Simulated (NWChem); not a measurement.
System meant: SiH₄TeO; SMILES [SiH3]O[TeH]

NWChem input:

```
start job
memory heap 200 mb stack 900 mb global 1100 mb
geometry units angstroms noautoz
  Te    -0.211244    -0.875643     0.093020
  H     -0.795669    -0.925061    -1.474580
  O      0.701263     0.890384    -0.122892
  Si    -0.120681     2.338906     0.045382
  H     -1.189808     2.477007    -0.992756
  H      0.893161     3.417297    -0.132255
  H     -0.753979     2.456286     1.395259
end
basis spherical
  Te library def2-svp
  H library def2-svp
  O library def2-svp
  Si library def2-svp
end
dft
  xc xpbe96 cpbe96
  iterations 150
  mulliken
end
task dft energy
```

End of the output:

```
             Grid Information
             ----------------
          Grid used for XC integration:  medium
          Radial quadrature: Mura-Knowles
          Angular quadrature: Lebedev.
          Tag              B.-S. Rad. Rad. Pts. Rad. Cut. Ang. Pts.
          ---              ---------- --------- --------- ---------
          Te                  1.40      123          11.0       590
          H                   0.35       45          12.0       434
          O                   0.60       49           8.0       434
          Si                  1.10       88          10.0       590
          Grid pruning is: on
          Number of quadrature shells:   440
          Spatial weights used:  Erf1

          Convergence Information
          -----------------------
          Convergence aids based upon iterative change in
          total energy or number of iterations.
          Levelshifting, if invoked, occurs when the
          HOMO/LUMO gap drops below (HL_TOL):  1.00D-02
          DIIS, if invoked, will attempt to extrapolate
          using up to (NFOCK): 10 stored Fock matrices.

                    Damping( 0%)  Levelshifting(0.5)       DIIS
                  --------------- ------------------- ---------------
          dE  on:    start            ASAP                start
          dE off:    2 iters        150 iters           150 iters

      Screening Tolerance Information
      -------------------------------
          Density screening/tol_rho:  1.00D-10
          AO Gaussian exp screening on grid/accAOfunc:  14
          CD Gaussian exp screening on grid/accCDfunc:  20
          XC Gaussian exp screening on grid/accXCfunc:  20
          Schwarz screening/accCoul:  1.00D-08

      Superposition of Atomic Density Guess
      -------------------------------------

      charge =      52.0 Te (Tellurium)

      symmetry species            s     p     d     f
      number of basis functions =10     7     6
      number of cont. functions = 4     4     2
      number of closed shells   = 5     3     2
      number of open shells     = 0     1     0
      open shell occupation     = 0     4     0
 ------------------------------------------------------------------------
 atomscf:atomd: error in atom scf                   0
 ------------------------------------------------------------------------
 ------------------------------------------------------------------------
  current input line :
    23: task dft energy
 ------------------------------------------------------------------------
 ------------------------------------------------------------------------
 This error has not yet been assigned to a category
 ------------------------------------------------------------------------
 For more information see the NWChem manual at https://nwchemgit.github.io

0:atomscf:atomd: error in atom scf:Received an Error in Communication
```

Find the fault in this run and fix the input.

The run crashed. Cause: the def2 basis of a heavy element holds valence functions alone and wants its effective core potential (without it all electrons must fit into that basis). This input runs:
```
start job
memory heap 200 mb stack 900 mb global 1100 mb
geometry units angstroms noautoz
  Te    -0.211244    -0.875643     0.093020
  H     -0.795669    -0.925061    -1.474580
  O      0.701263     0.890384    -0.122892
  Si    -0.120681     2.338906     0.045382
  H     -1.189808     2.477007    -0.992756
  H      0.893161     3.417297    -0.132255
  H     -0.753979     2.456286     1.395259
end
basis spherical
  Te library def2-svp
  H library def2-svp
  O library def2-svp
  Si library def2-svp
end
ecp
  Te library def2-ecp
end
dft
  xc xpbe96 cpbe96
  iterations 150
  mulliken
end
task dft energy
```
It converges to -634.73605 Ha (PBE/def2-SVP with def2 effective core potentials on Te).
